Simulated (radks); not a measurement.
Results of a calculation; reference values are marked as such.
Task: F-, 10 electrons, occupied as [Ne]. Level of theory: non-relativistic Kohn-Sham, PBE, spin-polarised, spherical densities, point nucleus; hard spherical wall at 15 bohr (a radial shooting solver on a logarithmic mesh with Libxc functionals). Some entries of the table are withheld. Estimate them.

orbital,occ.,eigenvalue (hartree),r(max) (bohr)
1s,2,-23.83399,(1)
2s,2,(2),0.7711
2p,6,0.04929,0.7234
3s,0,(3),9.633
3p,0,0.13396,(4)
3d,0,(5),10.57

Result: 
(1) 1s r(max) (bohr): 0.1146
(2) 2s eigenvalue (hartree): -0.62010
(3) 3s eigenvalue (hartree): 0.11864
(4) 3p r(max) (bohr): 10.13
(5) 3d eigenvalue (hartree): 0.15736
